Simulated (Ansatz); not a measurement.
C₂H₅O₂ (SMILES CC(O)=[OH+]), charge +1, singlet, at a GFN2-xTB geometry; R2SCAN/def2-TZVPPD (Ansatz, a first-principles code).

Ansatz was given this input:
Ansatz 0.2 input:
```yaml
crystal:
  periodic: [false, false, false]
  atoms:
    - {symbol: C, position_ang: [-0.05075687, 0.03312616, -0.00106988]}
    - {symbol: O, position_ang: [0.11377432, 1.30478316, -0.05777828]}
    - {symbol: O, position_ang: [-1.23877575, -0.41055690, 0.02708311]}
    - {symbol: H, position_ang: [-1.95695509, 0.25637179, 0.00329567]}
    - {symbol: C, position_ang: [1.04903561, -0.93384435, 0.03298616]}
    - {symbol: H, position_ang: [2.03083415, -0.46821058, 0.00540150]}
    - {symbol: H, position_ang: [0.96274621, -1.55815232, 0.92681972]}
    - {symbol: H, position_ang: [0.94995395, -1.63357894, -0.80169884]}
    - {symbol: H, position_ang: [1.02375979, 1.65406907, -0.07975445]}
basis:
  gaussian:
    orbitals: def2-TZVPPD.json
hamiltonian:
  xc: r2scan
total_charge: 1
```
The basis file holds def2-TZVPPD in the JSON format of the Basis Set Exchange.

Problem. Write the output that Ansatz gives for this input, abridged.

Solution. 
```
Functional definition: r2SCAN
1011 factors; their error is unknown
mean field evaluation 1: about -6226.6118 eV, gradient 9.5e1 eV
mean field evaluation 2: about -6215.0162 eV, gradient 1.2e2 eV
mean field evaluation 4: about -6241.7605 eV, gradient 6.4e0 eV
mean field evaluation 8: about -6241.8535 eV, gradient 2.7e-1 eV
mean field evaluation 16: about -6241.8271 eV, gradient 1.4e-4 eV
mean field -6241.82711473 eV, -229.3829156040 hartree, gradient 4.8e-5 eV, S^2 0.000000; 0 other end points of the search recorded, 0 dependent functions left out
reference -6241.82712804 eV, -229.3829160931 hartree; 16, 16 occupied and 223, 223 virtual orbitals, 1011 factors
Total energy: -6241.82712804 eV, -229.3829160931 hartree
```
